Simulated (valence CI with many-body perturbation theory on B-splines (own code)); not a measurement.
Cu²²⁺: electric-dipole lines

Level of theory: relativistic CI+MBPT: five valence electrons over a frozen Dirac-Fock core [He], a basis of 11 s, 11 p, 10 d, 8 f, 5 g, 2 h functions for each j, with the one-electron correlation potential Σ1, the two-electron term Σ2, the three-electron term Σ3, Breit, model QED; selected CI, second order for the rest, scaled by the run's own slope (own B-spline code, finite nucleus).

No measured spectrum was set against this ion. As an estimate, levels of excited configurations hold to 0.05 to 0.15 % of their energy, terms of the ground configuration to about 0.5 %. Among the levels kept, up to 5500 cm⁻¹ of a level comes from second order outside the variational space, and about a tenth of that is noise between levels of different J, which matters for small intervals.

Lines 151 to 200 of 591 in falling wavelength, among levels below 1400.7 eV, chosen from the strongest by gf and those to the six lowest levels. Wavelengths and rates use the calculated energies, so an error of 800 cm⁻¹ moves a line at 308.0 Å by 0.25 % and its rate by three times that or more. Electric multipoles are in the length gauge with retardation, E1 and E2 with the static RPA response of the core. Weak lines are less certain than strong ones. Lines between different terms over intervals too small for the method are left out, as are lines whose strength nearly cancels. The highest levels of a list are the least certain.

Names give the largest LS component (configuration and term), which can be under half, so a name can repeat, a term be missing and a line seem to break the LS rules; names also repeat where a configuration has a term twice. Letters in brackets count levels of one name in rising energy.

| λ vac (Å) | Upper | Lower | A (s⁻¹) | log gf | Branch % |
| --- | --- | --- | --- | --- | --- |
| 308.0 | 2s2 2p2 3d 4F_5/2 [b] | 2s2 2p2 3p 4D°_3/2 [b] | 3.09e+09 | -0.58 | 0.1 |
| 307.8 | 2s2 2p2 3p 2D°_3/2 [a] | 2s2 2p2 3s 4P_3/2 | 1.53e+09 | -1.06 | 1.4 |
| 306.8 | 2s 2p3 3d 4F°_3/2 [b] | 2s 2p3 3p 4D_1/2 [b] | 3.36e+09 | -0.72 | 0.1 |
| 306.7 | 2s 2p3 3d 4D°_3/2 [a] | 2s 2p3 3p 4P_3/2 [a] | 2.60e+09 | -0.83 | 0.0 |
| 306.6 | 2s2 2p2 3d 4P_1/2 | 2s2 2p2 3p 4S°_3/2 | 3.27e+09 | -1.04 | 0.0 |
| 304.3 | 2s 2p3 3d 4D°_7/2 [a] | 2s 2p3 3p 4P_5/2 [a] | 4.77e+09 | -0.28 | 0.0 |
| 302.3 | 2s 2p3 3d 2D°_3/2 [a] | 2s 2p3 3p 2D_3/2 [a] | 2.83e+09 | -0.81 | 0.0 |
| 301.8 | 2s 2p3 3p 2D_5/2 [b] | 2s 2p3 3s 4P°_5/2 | 1.78e+09 | -0.84 | 0.1 |
| 301.3 | 2s 2p3 3d 2F°_7/2 [c] | 2s 2p3 3p 2F_5/2 [b] | 9.53e+08 | -0.98 | 0.0 |
| 301.0 | 2s 2p3 3d 4D°_7/2 [b] | 2s 2p3 3p 4D_7/2 [a] | 1.35e+09 | -0.83 | 0.0 |
| 298.5 | 2s 2p3 3p 2P_3/2 [c] | 2s 2p3 3s 2D°_5/2 [b] | 1.93e+09 | -0.99 | 0.0 |
| 298.5 | 2s2 2p2 3d 2D_5/2 [a] | 2s2 2p2 3p 2P°_3/2 [a] | 3.61e+09 | -0.54 | 0.0 |
| 297.6 | 2s2 2p2 3d 4F_3/2 | 2s2 2p2 3p 4D°_1/2 | 4.05e+09 | -0.67 | 0.1 |
| 297.2 | 2s 2p3 3d 2F°_5/2 [c] | 2s 2p3 3p 2F_5/2 [b] | 1.14e+09 | -1.04 | 0.0 |
| 295.8 | 2s2 2p2 3d 2F_7/2 [c] | 2s2 2p2 3p 2F°_7/2 | 8.64e+08 | -1.04 | 0.0 |
| 295.4 | 2s2 2p2 3d 2D_3/2 [c] | 2s2 2p2 3p 2P°_1/2 [c] | 4.08e+09 | -0.67 | 0.0 |
| 294.3 | 2s 2p3 3d 2G°_9/2 [a] | 2s 2p3 3p 4D_7/2 [a] | 1.14e+09 | -0.83 | 4.2 |
| 294.1 | 2s 2p3 3p 4P_5/2 [b] | 2s 2p3 3s 4D°_7/2 | 4.66e+09 | -0.44 | 0.2 |
| 291.1 | 2s 2p3 3p 2P_1/2 [d] | 2s 2p3 3s 2D°_3/2 [b] | 5.10e+09 | -0.89 | 0.1 |
| 290.0 | 2s 2p3 3d 2F°_5/2 [a] | 2s 2p3 3p 2D_3/2 [a] | 1.96e+09 | -0.83 | 0.0 |
| 289.5 | 2s2 2p2 3d 2P_3/2 [a] | 2s2 2p2 3p 2S°_1/2 | 2.58e+09 | -0.89 | 0.0 |
| 284.8 | 2s2 2p2 3p 2F°_5/2 | 2s2 2p2 3s 4P_5/2 | 1.68e+09 | -0.91 | 2.1 |
| 281.6 | 2s 2p3 3d 4D°_3/2 [b] | 2s 2p3 3p 4D_3/2 [a] | 1.81e+09 | -1.06 | 0.0 |
| 281.2 | 2s2 2p2 3p 2P°_1/2 [a] | 2s2 2p2 3s 2P_3/2 | 4.09e+09 | -1.01 | 3.4 |
| 278.3 | 2s2 2p2 3p 2P°_3/2 [a] | 2s2 2p2 3s 2P_1/2 | 2.20e+09 | -0.99 | 2.1 |
| 275.4 | 2s 2p3 3p 4P_3/2 [b] | 2s 2p3 3s 4D°_5/2 | 3.48e+09 | -0.80 | 0.1 |
| 274.6 | 2s 2p3 3p 4P_1/2 [b] | 2s 2p3 3s 4D°_3/2 | 3.86e+09 | -1.06 | 0.5 |
| 273.8 | 2s 2p3 3p 4P_1/2 [b] | 2s 2p3 3s 4D°_1/2 | 4.29e+09 | -1.02 | 0.6 |
| 273.1 | 2s 2p3 3p 2P_1/2 [f] | 2s 2p3 3s 2P°_1/2 [b] | 7.32e+09 | -0.79 | 0.4 |
| 272.4 | 2s2 2p2 3d 4D_5/2 | 2s2 2p2 3p 2D°_5/2 [a] | 2.19e+09 | -0.83 | 0.0 |
| 270.4 | 2s 2p3 3p 4P_3/2 [b] | 2s 2p3 3s 4D°_3/2 | 2.21e+09 | -1.01 | 0.1 |
| 268.9 | 2s 2p3 3s 4S°_3/2 [a] | 2s2 2p2 3s 2D_3/2 | 2.07e+09 | -1.05 | 0.1 |
| 266.9 | 2s 2p3 3p 2P_3/2 [c] | 2s 2p3 3s 2S°_1/2 | 3.03e+09 | -0.89 | 0.1 |
| 260.1 | 2s 2p3 3p 4P_5/2 [b] | 2s 2p3 3s 4D°_5/2 | 1.64e+09 | -1.00 | 0.1 |
| 259.4 | 2s 2p3 3d 2F°_7/2 [a] | 2s 2p3 3p 2F_7/2 [a] | 2.08e+09 | -0.78 | 0.0 |
| 251.9 | 2s2 2p2 3d 2D_5/2 [c] | 2s2 2p2 3p 2D°_5/2 [b] | 2.02e+09 | -0.94 | 0.0 |
| 248.9 | 2s2 2p2 3p 2P°_3/2 [b] | 2s2 2p2 3s 2D_3/2 | 4.86e+09 | -0.74 | 0.3 |
| 239.2 | 2s2 2p2 3p 2P°_3/2 [b] | 2s2 2p2 3s 2D_5/2 | 2.82e+09 | -1.01 | 0.2 |
| 214.3 | 2s2 2p2 3p 2D°_5/2 [c] | 2s2 2p2 3s 2P_3/2 | 2.02e+09 | -1.08 | 2.4 |
| 145.1 | 2p4 3s 4P_5/2 | 2s 2p3 3s 4S°_3/2 [b] | 1.13e+10 | -0.67 | 2.4 |
| 137.1 | 2s 2p4 4P_5/2 | 2s2 2p3 2D°_3/2 | 1.61e+09 | -1.57 | 9.9 |
| 125.3 | 2s 2p3 3p 2F_7/2 [a] | 2s2 2p2 3p 2F°_5/2 | 5.74e+09 | -0.97 | 0.1 |
| 120.2 | 2p5 2P°_3/2 | 2s 2p4 2P_3/2 | 3.02e+10 | -0.58 | 24.1 |
| 119.4 | 2s 2p4 2D_5/2 | 2s2 2p3 2P°_3/2 | 6.44e+09 | -1.08 | 14.3 |
| 119.2 | 2s 2p3 3d 4G°_11/2 | 2s2 2p2 3d 4F_9/2 | 4.81e+09 | -0.91 | 57.4 |
| 118.1 | 2p5 2P°_1/2 | 2s 2p4 2P_1/2 | 3.39e+10 | -0.85 | 23.9 |
| 117.7 | 2s 2p3 3s 4D°_7/2 | 2s2 2p2 3s 4P_5/2 | 1.13e+10 | -0.73 | 0.4 |
| 117.7 | 2s 2p3 3p 4F_5/2 | 2s2 2p2 3p 4D°_3/2 [b] | 7.53e+09 | -1.03 | 1.1 |
| 117.6 | 2s 2p3 3d 4G°_9/2 | 2s2 2p2 3d 4F_7/2 | 6.64e+09 | -0.86 | 59.1 |
| 117.1 | 2s 2p3 3p 4F_9/2 | 2s2 2p2 3p 4D°_7/2 | 6.53e+09 | -0.87 | 41.1 |
